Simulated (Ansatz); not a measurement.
Reaction (isomerisation): `C=C1CBO1` → `OCB1C=C1`

Program: Ansatz. Geometries: PBE0-D4/def2-TZVP. ΔE: electronic, gas phase. CCSD(T)/CBS is the MP2 limit (def2-TZVPP, def2-QZVPP) plus CCSD(T) − MP2 in def2-TZVPP, frozen cores. Functionals use def2-TZVPP. B3LYP here is the variant with VWN-RPA as its local correlation; programs differ in this. HSE06 is defined as in plane-wave codes. One conformer a species, not always the lowest.

`C=C1CBO1`:

```xyz
10

C     0.484    1.661   -0.306
C     0.097    0.458    0.064
C    -0.088   -0.909   -0.545
B    -0.529   -1.199    0.945
O    -0.313    0.099    1.358
H     0.510    2.481    0.400
H     0.782    1.837   -1.331
H     0.828   -1.381   -0.906
H    -0.850   -0.969   -1.324
H    -0.920   -2.078    1.646
```

`OCB1C=C1`:

Cartesian coordinates in Å:
```
O 0.383 -1.391 1.665
C -0.142 -0.118 1.318
B -0.126 0.230 -0.194
C 0.253 -0.060 -1.589
C -0.413 1.083 -1.356
H 0.947 -1.683 0.946
H -1.174 -0.071 1.689
H 0.393 0.677 1.863
H 0.675 -0.594 -2.430
H -0.796 1.927 -1.912
```

(1) Is it downhill or uphill in electronic energy at CCSD(T)/CBS, and by how much? (Best estimate.)

(2) What do these levels give: PBE-D4, revPBE-D4, BLYP-D4, r2SCAN-D4, B97M-V, B3LYP-D4, B3LYP, HSE06, CCSD/def2-SVP, MP2/def2-TZVPP, HF/def2-QZVPP, SCS-MP2/def2-QZVPP? (Estimate.)

Largest T1 diagnostic among the species: 0.014.

Results:

(1) The calculation gave: Uphill: ΔE = +35.1 kcal/mol.

(2) The calculation gave: PBE-D4 35.1, revPBE-D4 35.3, BLYP-D4 35.6, r2SCAN-D4 34.8, B97M-V 33.1, B3LYP-D4 34.8, B3LYP 34.3, HSE06 34.1, CCSD/def2-SVP 38.1, MP2/def2-TZVPP 35.1, HF/def2-QZVPP 32.4, SCS-MP2/def2-QZVPP 35.0 kcal/mol.

From PBE to PBE0 (25 % exact exchange), in def2-TZVPP and without D4, ΔE moves by −0.9 kcal/mol. At CCSD(T), def2-SVP lies +3.8 kcal/mol from the extrapolated value and def2-TZVPP +0.8 kcal/mol.
